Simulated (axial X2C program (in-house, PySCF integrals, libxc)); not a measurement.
Bond lengths and stretching modes, held linear, of NSnO⁺

Computed with an axial X2C code built on PySCF integrals: two-component X2C with atomic mean-field Coulomb and Gaunt terms, Gaussian nuclei, basis N dyall-av3z, Sn dyall-v3z, O dyall-av3z with contracted cores. Spin-free rows use the one-electron spin-free X2C Hamiltonian.

Masses N 14.003, Sn 119.902, O 15.995 u. States: 2c Ω = 1 (beyond evenly filled blocks: ω = -1/2, ω = 3/2); spin-free M_S = 1, Λ = 0 (beyond evenly filled blocks: π+α, π-α).

TPSSh, 2c: energies above the lowest point

```tsv
r(N–Sn) (Å)	r(Sn–O) (Å)	E (meV)
2.0358	1.7413	84.03
2.0358	1.7860	18.29
2.0358	1.8306	35.08
2.0880	1.7413	67.45
2.0880	1.7860	0.00
2.0880	1.8306	15.30
2.0880	1.8753	94.89
2.1402	1.7413	81.49
2.1402	1.7860	11.57
2.1402	1.8306	24.39
2.1924	1.7860	45.23
2.1924	1.8753	127.31
```

**Question.** Fit a quadratic surface with cubic terms in each bond: where is the minimum, and what are the two stretching wavenumbers?

**Answer.** At TPSSh, 2c: bonds 2.093 and 1.799 Å; harmonic stretches 469.7 and 869.2 cm⁻¹; force constants 1.68, 6.18 and coupling -0.18 mdyn/Å.

The other levels and Hamiltonians give:

```
Hamiltonian  level  r(N–Sn) (Å)  r(Sn–O) (Å)  lower stretch (cm⁻¹)  upper stretch (cm⁻¹)
  spin-free  TPSSh        2.093        1.799                 469.5                 869.7
```

Each state is one determinant, the lowest of a limited PBE0 search; the stretches come from a fit to these few points and carry an uncertainty of a few per cent. Other orders of the atoms were not compared. Left out for rough or failed fits: PBE0 2c, HF 2c, MP2 2c, PBE0 spin-free, HF spin-free, MP2 spin-free. The molecule was held linear; bending was not examined, so a bent shape may lie lower. Open-shell Ω = 0 determinants with evenly filled partner blocks cannot be reached by this program, so the Ω shown need not be the lowest component. Note: several unpaired electrons, one determinant need not be a pure state.
